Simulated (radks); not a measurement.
Values are calculated unless marked as measured or tabulated.
Ionisation of the vanadium ion V12+, [Ne] 3s1, to V13+, [Ne], under several functionals. Dirac Kohn-Sham, spin-unpolarised, spherical densities, finite nucleus; a radial shooting solver on a logarithmic mesh with Libxc functionals. The NIST Atomic Spectra Database gives 336.27 eV (semi-empirical). Rank these functionals by the error of their Delta-SCF ionisation energy: PW91; LDA (Slater exchange, Perdew-Wang correlation); PBEsol; PBE; exchange-only LDA.

Answer. From best to worst: LDA (Slater exchange, Perdew-Wang correlation) 335.93 eV (-0.3); PBE 336.66 eV (+0.4); PW91 336.80 eV (+0.5); PBEsol 335.67 eV (-0.6); exchange-only LDA 334.18 eV (-2.1). Spin polarisation and multiplet splitting are left out, so open shells lie too high by an amount that depends on their filling.

Beside tabulated values, note that spin-unpolarised runs miss the spin-polarisation part of the exchange energy of open shells.
